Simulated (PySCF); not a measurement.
CCl₃, SMILES [C](Cl)(Cl)Cl (connectivity only; charge and spin as stated), charge +1, multiplicity 1.

Geometry optimised at TPSSh-D3(BJ)/def2-SVP. The multiplicity is an assumed one; other spin states were not compared. The isomer is the one that the SMILES or the coordinates give; other isomers of the formula were not compared.

Vertical ionisation energy (IE) and electron affinity (EA) in eV. Rows of orbital energies are one-electron estimates. Where ΔSCF, EOM or ADC give a negative EA the extra electron is unbound and the value depends on the basis.

| level | IE | EA |
|---|---|---|
| −ε(HOMO), −ε(LUMO), B3LYP/def2-TZVPD (PySCF) | 15.17 | 10.21 |
| ADC(2)/aug-cc-pVDZ (PySCF) | 17.49 | 8.61 |

Question: Beyond the first one, list the lowest photoelectron lines from ADC(2)/aug-cc-pVDZ in PySCF with their pole strengths (two spins summed). (Estimate from the structure and the level; the computed values follow.)

Answer: 18.41 eV (1.79), 18.41 eV (1.79), 18.72 eV (1.78), 18.72 eV (1.78), 21.72 eV (1.75).
